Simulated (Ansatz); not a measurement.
Problem. Name a neutral molecule of C, Ge, N, S and H with HOMO energy (ωB97M-V/def2-TZVPP) between -8.65 and -8.35 eV and LUMO energy (PBE/def2-TZVPP) between -1.45 and -1.15 eV (Ansatz, PBE0-D4/def2-TZVP geometry).

Solution. `S[CH]1[NH][GeH2]1` (-8.37 eV, -1.37 eV); `[SH][GeH]1[CH2][NH]1` (-8.52 eV, -1.31 eV). Other molecules can fit too; these were computed, each in one conformer that needn't be the lowest.
